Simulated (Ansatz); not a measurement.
`[CH3][Zr]([OH])([F])[F]` + H₂S → `[OH][Zr]([F])([F])[SH]` + CH₄  (ligand exchange at a Zr–C bond)

Computed with Ansatz on PBE0-D4/def2-TZVP structures; ΔE is electronic, products minus reactants. CBS: MP2 limit from def2 TZ/QZ plus the TZ coupled-cluster correction, frozen cores. This one scheme is used for every species. Functionals use def2-TZVPP. def2 core potentials past Kr. For Zr outer-core shells are correlated without core-valence functions, which leaves a few kJ/mol of doubt a bond. One conformer a species, not always the lowest.

Q: Is it downhill or uphill in electronic energy at CCSD(T)/CBS, and by how much? (Estimate.)

A: The calculation gave: Downhill: ΔE = -32.7 kcal/mol.

Q: What do these levels give: ωB97X-V, PBE, r2SCAN0, MP2/def2-SVP, MP2/def2-TZVPP, MP2/def2-QZVPP? (An estimate is asked.)

A: Ansatz gave: ωB97X-V -32.9, PBE -33.5, r2SCAN0 -34.3, MP2/def2-SVP -34.9, MP2/def2-TZVPP -34.5, MP2/def2-QZVPP -34.2 kcal/mol.

Largest T1 diagnostic among the species: 0.017.

At CCSD(T), def2-SVP lies −1.0 kcal/mol from the extrapolated value and def2-TZVPP −0.4 kcal/mol. Leaving LDA and LC-ωPBE aside and taking each functional with its dispersion term where it has one, the values, not all of them listed here, spread over 2.2 kcal/mol, from B97M-V to ωB97M-V.
